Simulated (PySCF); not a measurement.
imidazole (C3H4N2), SMILES c1nc[nH]c1. Heavy atoms are numbered as in [cH:1]1[cH:2][nH:3][cH:4][n:5]1. Hydrogens are named by the atom that carries them.

The structure is a stationary point at r2SCAN-D4/def2-SVP.

Computed with PBE/pcSseg-1 (PySCF).

GIAO shieldings, no solvent; atoms alike by connectivity are averaged. δ = σ(ref) − σ: ¹³C against TMS (σ = 182.0 ppm); ¹⁵N against NH3 (σ = 267.0 ppm); ¹H against TMS (σ = 31.49 ppm), references at their B3LYP-D3(BJ)/def2-TZVP geometries, non-relativistic.

Computed chemical shifts:
```json
[
 {"nucleus": "¹³C", "atoms": "C1 (CH)", "count": "1", "δ (ppm)": "135.2"},
 {"nucleus": "¹³C", "atoms": "C4 (CH)", "count": "1", "δ (ppm)": "135.0"},
 {"nucleus": "¹³C", "atoms": "C2 (CH)", "count": "1", "δ (ppm)": "117.9"},
 {"nucleus": "¹⁵N", "atoms": "N5", "count": "1", "δ (ppm)": "305.3"},
 {"nucleus": "¹⁵N", "atoms": "N3 (NH)", "count": "1", "δ (ppm)": "186.0"},
 {"nucleus": "¹H", "atoms": "H on N3", "count": "1", "δ (ppm)": "8.40"},
 {"nucleus": "¹H", "atoms": "H on C4", "count": "1", "δ (ppm)": "7.58"},
 {"nucleus": "¹H", "atoms": "H on C1", "count": "1", "δ (ppm)": "7.48"},
 {"nucleus": "¹H", "atoms": "H on C2", "count": "1", "δ (ppm)": "7.18"}
]
```
